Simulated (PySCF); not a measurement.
isocyanic acid (CHNO), SMILES C(=O)=N. Atoms are numbered in the order given.

```xyz
4

N     -0.1225    -1.1550     0.0000
C      0.0194     0.0448     0.0000
O      0.0148     1.2056     0.0000
H      0.6225    -1.8285     0.0000
```

Geometry: PBE0-D3(BJ)/def2-TZVP.

Calculation: PBE0/pcJ-1 (PySCF).

Isotropic couplings with Fermi-contact, spin-dipole and both spin-orbit terms, one fixed conformer, no vibrational averaging. Isotopes: 13C, 14N, 1H.

Computed spin–spin coupling constants:
```json
[
 {"pair": "N1–C2", "bonds apart": "1", "J (Hz)": "26.6"},
 {"pair": "N1–H4", "bonds apart": "1", "J (Hz)": "68.9"},
 {"pair": "C2–H4", "bonds apart": "2", "J (Hz)": "16.2"}
]
```
